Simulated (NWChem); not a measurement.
## Total energies of HB

```xyz
2

B      0.0000     0.0000     0.2087
H      0.0000     0.0000    -1.0435
```
Charge 0, spin multiplicity 1.

The numbers come from NWChem runs, not from measurements. Structure: optimised with PBE0/def2-SVP, a minimum by its harmonic frequencies.

Basis set: def2-TZVP (37 functions).

| method | total energy (Ha) |
|---|---|
| RHF | -25.12998 |
| MP2 | -25.20052 |
| B2PLYP | -25.26501 |
| PBE | -25.23897 |
| B3LYP | -25.29939 |
| TPSS | -25.30182 |
| CCSD(T) | -25.22829 |

Total energies of different functionals aren't comparable as a measure of quality: only differences taken within one method are. 

The correlated methods keep 1 core orbital frozen. B3LYP has NWChem's definition, with VWN1-RPA local correlation. The structure started from a generated list of species. No row is a measurement; the coupled-cluster row has its own basis-set and correlation limits.
